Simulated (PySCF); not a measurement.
1,2-dihydrosiline (C5H8Si), SMILES C1C[SiH2]C=CC=1.

Coordinates come from a PBE-D3(BJ)/def2-SVP optimisation. The values are those of a single conformer.

These are PBE-D3(BJ)/def2-SVP (PySCF) values and carry that method's errors.

Frequencies are harmonic and unscaled.

```json
[
 {"mode": "1", "ν (cm⁻¹)": "76", "IR (km/mol)": "0.9", "moving atoms (share of kinetic energy)": "H 48 %, C 42 %, Si 10 %"},
 {"mode": "2", "ν (cm⁻¹)": "244", "IR (km/mol)": "0.1", "moving atoms (share of kinetic energy)": "C 54 %, H 43 %"},
 {"mode": "3", "ν (cm⁻¹)": "340", "IR (km/mol)": "1.5", "moving atoms (share of kinetic energy)": "C 50 %, Si 28 %, H 22 %"},
 {"mode": "4", "ν (cm⁻¹)": "414", "IR (km/mol)": "0.5", "moving atoms (share of kinetic energy)": "H 55 %, C 41 %"},
 {"mode": "5", "ν (cm⁻¹)": "453", "IR (km/mol)": "6.1", "moving atoms (share of kinetic energy)": "C 75 %, Si 13 %, H 13 %"},
 {"mode": "6", "ν (cm⁻¹)": "498", "IR (km/mol)": "6.0", "moving atoms (share of kinetic energy)": "H 67 %, C 20 %, Si 13 %"},
 {"mode": "7", "ν (cm⁻¹)": "608", "IR (km/mol)": "45.0", "moving atoms (share of kinetic energy)": "H 78 %, C 19 %"},
 {"mode": "8", "ν (cm⁻¹)": "636", "IR (km/mol)": "5.9", "moving atoms (share of kinetic energy)": "C 54 %, H 29 %, Si 17 %"},
 {"mode": "9", "ν (cm⁻¹)": "659", "IR (km/mol)": "15.5", "moving atoms (share of kinetic energy)": "H 48 %, C 38 %, Si 13 %"},
 {"mode": "10", "ν (cm⁻¹)": "687", "IR (km/mol)": "46.6", "moving atoms (share of kinetic energy)": "H 59 %, C 32 %, Si 9 %"},
 {"mode": "11", "ν (cm⁻¹)": "765", "IR (km/mol)": "2.6", "moving atoms (share of kinetic energy)": "H 67 %, C 31 %"},
 {"mode": "12", "ν (cm⁻¹)": "800", "IR (km/mol)": "22.9", "moving atoms (share of kinetic energy)": "H 60 %, C 31 %, Si 9 %"},
 {"mode": "13", "ν (cm⁻¹)": "818", "IR (km/mol)": "43.4", "moving atoms (share of kinetic energy)": "H 57 %, C 31 %, Si 12 %"},
 {"mode": "14", "ν (cm⁻¹)": "856", "IR (km/mol)": "44.6", "moving atoms (share of kinetic energy)": "C 70 %, H 24 %"},
 {"mode": "15", "ν (cm⁻¹)": "893", "IR (km/mol)": "16.9", "moving atoms (share of kinetic energy)": "C 65 %, H 35 %"},
 {"mode": "16", "ν (cm⁻¹)": "928", "IR (km/mol)": "95.3", "moving atoms (share of kinetic energy)": "H 94 %"},
 {"mode": "17", "ν (cm⁻¹)": "959", "IR (km/mol)": "1.3", "moving atoms (share of kinetic energy)": "H 79 %, C 20 %"},
 {"mode": "18", "ν (cm⁻¹)": "979", "IR (km/mol)": "3.7", "moving atoms (share of kinetic energy)": "H 62 %, C 38 %"},
 {"mode": "19", "ν (cm⁻¹)": "989", "IR (km/mol)": "0.5", "moving atoms (share of kinetic energy)": "H 73 %, C 27 %"},
 {"mode": "20", "ν (cm⁻¹)": "1098", "IR (km/mol)": "13.6", "moving atoms (share of kinetic energy)": "H 85 %, C 14 %"},
 {"mode": "21", "ν (cm⁻¹)": "1135", "IR (km/mol)": "0.8", "moving atoms (share of kinetic energy)": "H 84 %, C 16 %"},
 {"mode": "22", "ν (cm⁻¹)": "1153", "IR (km/mol)": "4.0", "moving atoms (share of kinetic energy)": "H 80 %, C 20 %"},
 {"mode": "23", "ν (cm⁻¹)": "1231", "IR (km/mol)": "6.2", "moving atoms (share of kinetic energy)": "H 70 %, C 29 %"},
 {"mode": "24", "ν (cm⁻¹)": "1316", "IR (km/mol)": "6.8", "moving atoms (share of kinetic energy)": "H 71 %, C 29 %"},
 {"mode": "25", "ν (cm⁻¹)": "1345", "IR (km/mol)": "11.3", "moving atoms (share of kinetic energy)": "H 92 %, C 8 %"},
 {"mode": "26", "ν (cm⁻¹)": "1380", "IR (km/mol)": "1.0", "moving atoms (share of kinetic energy)": "H 57 %, C 43 %"},
 {"mode": "27", "ν (cm⁻¹)": "1579", "IR (km/mol)": "17.0", "moving atoms (share of kinetic energy)": "C 96 %"},
 {"mode": "28", "ν (cm⁻¹)": "1646", "IR (km/mol)": "16.0", "moving atoms (share of kinetic energy)": "C 91 %, H 9 %"},
 {"mode": "29", "ν (cm⁻¹)": "2126", "IR (km/mol)": "133.3", "moving atoms (share of kinetic energy)": "H 97 %"},
 {"mode": "30", "ν (cm⁻¹)": "2152", "IR (km/mol)": "124.1", "moving atoms (share of kinetic energy)": "H 97 %"},
 {"mode": "31", "ν (cm⁻¹)": "2942", "IR (km/mol)": "5.4", "moving atoms (share of kinetic energy)": "H 94 %"},
 {"mode": "32", "ν (cm⁻¹)": "3020", "IR (km/mol)": "3.5", "moving atoms (share of kinetic energy)": "H 92 %, C 8 %"},
 {"mode": "33", "ν (cm⁻¹)": "3058", "IR (km/mol)": "16.1", "moving atoms (share of kinetic energy)": "H 92 %"},
 {"mode": "34", "ν (cm⁻¹)": "3075", "IR (km/mol)": "8.4", "moving atoms (share of kinetic energy)": "H 92 %"},
 {"mode": "35", "ν (cm⁻¹)": "3101", "IR (km/mol)": "9.7", "moving atoms (share of kinetic energy)": "H 92 %, C 8 %"},
 {"mode": "36", "ν (cm⁻¹)": "3108", "IR (km/mol)": "22.3", "moving atoms (share of kinetic energy)": "H 91 %, C 9 %"}
]
```
